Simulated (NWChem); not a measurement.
System: CH$_{3}$F$_{3}$Si; SMILES F[SiH2]C(F)F

The following NWChem deck was run.

```
start job
memory heap 200 mb stack 900 mb global 1100 mb
geometry units angstroms noautosym nocenter noautoz
  F     -0.977508    -1.614556     0.000000
  Si     0.511761    -0.975719     0.000000
  C      0.369513     0.933252     0.000000
  F     -0.305615     1.352346    -1.100994
  F     -0.305615     1.352346     1.100994
  H      1.221043    -1.402304     1.234694
  H      1.221043    -1.402304    -1.234694
  H      1.357960     1.435749     0.000000
end
basis spherical
  * library pcsseg-1
end
dft
  xc slater vwn_5
  iterations 150
end
property
  shielding 6 1 2 3 4 6 8
  efieldgrad
end
task dft property
```

Coordinates come from a PBE0/def2-SVP optimisation.

GIAO values for the isolated, static molecule; σ is the absolute isotropic shielding, δ = σ(reference) − σ with the isolated reference molecule computed at the same levels (13C: tetramethylsilane, 19F: trichlorofluoromethane, 1H: tetramethylsilane, 29Si: tetramethylsilane).

Atoms are numbered as in the input.

Question: Predict the main results of this run. (LDA (Slater exchange, VWN5)/pcSseg-1, GIAO.) Quantities: δ F1 (ppm); δ Si2 (ppm); δ C3 (ppm); δ F4 (ppm); δ H6 (ppm); δ H8 (ppm).

Answer: 
```
Quantity     Result
-----------  ------
δ F1 (ppm)   -265.7
δ Si2 (ppm)     0.7
δ C3 (ppm)    133.6
δ F4 (ppm)   -169.3
δ H6 (ppm)     5.51
δ H8 (ppm)     6.24
```
